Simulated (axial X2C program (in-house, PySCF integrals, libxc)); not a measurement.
NaZr⁻: bond constants with and without spin–orbit coupling

All values were computed with an in-house relativistic program for diatomic molecules. Spin-free means the one-electron spin-free X2C Hamiltonian; two-component (2c) means X2C with spin–orbit coupling and atomic mean-field two-electron Coulomb and Gaunt terms, so the difference of the two also holds small scalar two-electron terms. Basis: Zr dyall-acv3z [12s13p10d6f3g], Na dyall-av3z [10s9p5d2f] (cores contracted in-house); Gaussian nuclei, density fitting, unrestricted open shells. Masses: Zr 89.905 u, Na 22.990 u.

State, spin-free: M_S = 2, Λ = 2 (beyond evenly filled blocks: σα, π+α, π-α, δ+α); electrons by block: σα: 13, σβ: 12, π+α: 6, π+β: 5, π-α: 6, π-β: 5, δ+α: 2, δ+β: 1, δ-α: 1, δ-β: 1. Fragments: Zr- + Na for PBE0, r2SCAN; Zr + Na- for CCSD, CCSD(T).

State, 2c: Ω = 4 (⟨Sz⟩ = 2.00, ⟨Lz⟩ = 2.00 at PBE0); electrons by block: 1/2: 18, -1/2: 18, 3/2: 7, -3/2: 6, 5/2: 2, -5/2: 1. Fragments: Zr- + Na for PBE0, r2SCAN; Zr + Na- for CCSD.

```tsv
Hamiltonian	level	Re (Å)	ωe (cm⁻¹)	ωexe (cm⁻¹)	Be (cm⁻¹)	αe (cm⁻¹)	k (mdyn/Å)	μ (D)
spin-free	PBE0	3.414	106.0	0.603	0.07901	0.000647	0.121	-5.24
spin-free	CCSD	3.464	97.6	0.464	0.07673	0.000493	0.103	n/a
spin-free	CCSD(T)	3.361	103.2	0.501	0.0815	0.000591	0.115	n/a
spin-free	r2SCAN	3.460	104.2	0.612	0.07689	0.000629	0.117	-5.60
2c	PBE0	3.413	106.0	0.603	0.07902	0.000648	0.121	-5.25
2c	CCSD	3.463	98.5	0.69	0.07678	n/a	0.105	n/a
2c	r2SCAN	3.460	104.2	0.61	0.07691	0.000629	0.117	-5.61
```

Correlated methods: 6 electrons correlated (number of frozen shells: Zr 4 s, 3 p, 1 d; Na 2 s, 1 p), 366 virtual spin orbitals or spinors in MP2, 90 natural virtuals in coupled cluster.

Dipoles are positive if Na is the positive end and refer to the centre of mass.

The state is one determinant whose occupation by symmetry is held fixed; it was picked as the lowest of a PBE0 search that is not exhaustive. De is not given where an atomic determinant may have missed its ground term or J level, or where the truncated virtual space spoils (T). Density functionals use the spin component along the axis (collinear). CCSD and (T) use frozen natural virtuals with an MP2 correction for the truncation; (T) itself is uncorrected, so its De runs slightly low. PBE0 can misorder states that lie within some tenths of an eV, so this need not be the ground state of the molecule. The nearest other spin-free determinant of the search, M_S = 2, Λ = 0, lies 0.05 eV up at the distance of the search. The functionals have no current-density term, which raises determinants with orbital currents, atoms included. The spin of this state cannot come from the lowest atoms; the curve heads to a higher limit, and no De is given. With several unpaired electrons one determinant need not be a pure state. A state of lower Ω lies just above, and one determinant can place such states too high, so the state shown need not be the lowest. The search has Ω = 2 only 0.01 eV up. The outer-core s and p shells of the metal are frozen in the correlated rows, which leaves out core–valence correlation; for alkali and alkaline-earth bonds that tends to lengthen them. Open-shell Ω = 0 determinants with evenly filled partner blocks cannot be reached by this program, so the Ω shown need not be the lowest component. At some level and bond length an empty orbital lies below a filled one. The highest occupied level of some functionals is positive through self-interaction error; at Hartree–Fock it is bound. The determinant is spin-polarised beyond a pure state at some levels (its spin-free form has ⟨S²⟩ too high), which makes Re and μ there less reliable. The T1 diagnostic is large, a sign of multireference character. With the outer-core shells frozen, correlated bond lengths of heavy atoms tend to come out a few hundredths of an ångström too long.

No reliable constants came from CCSD(T) (2c), HF (2c), HF (spin-free), MP2 (2c), MP2 (spin-free): no minimum in range, unconverged points, a curve that is not smooth, a change of character along it, or the two Hamiltonians disagreeing along it.

Rough cost a point (2c) on 1 thread(s) of a shared host, integrals apart: PBE0 1.5 s, r2SCAN 1.4 s.

The whole task took 4.5 min on 1 thread of Arm Neoverse V1, with other jobs on the host.
